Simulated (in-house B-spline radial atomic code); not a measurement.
A fraction x of an electron is moved 4d → 4f in Ag III (Ag2+), starting from [Kr] 4d9 and keeping the highest spin. Method: non-relativistic LC-wPBE, spin-polarised, spherical fractional occupations, point nucleus. Calculated with a B-spline radial code for spherical atoms.

Caution: exact exchange at fractional occupations of open shells leaves self-interaction of up to several eV.

```csv
x,E(x) - E(0) (eV),4d down level (eV),4f up level (eV)
0,0.0000,-31.801,-
0.125,3.5967,-32.856,-3.666
0.25,?,?,?
0.375,11.1033,-34.889,-4.038
0.5,?,?,?
0.625,19.0138,-36.807,-4.396
0.75,23.1112,-37.717,-4.576
0.875,27.2975,-38.589,-4.756
1,31.5679,-39.422,-4.938
```

Task: What belongs in the row x = 0.25?

Result: An energy change of 7.2979 eV; 4d down at -33.885 eV, 4f up at -3.856 eV.

Task: What belongs in the row x = 0.5?

Result: An energy change of 15.0099 eV; 4d down at -35.864 eV, 4f up at -4.217 eV.

Task: Check Janak's theorem between x = 0.625 and 0.75.

Result: The slope of the energy is 32.78 eV; the orbital levels give 32.78 eV (ε of the receiving orbital less ε of the emptying one, averaged over the two points).
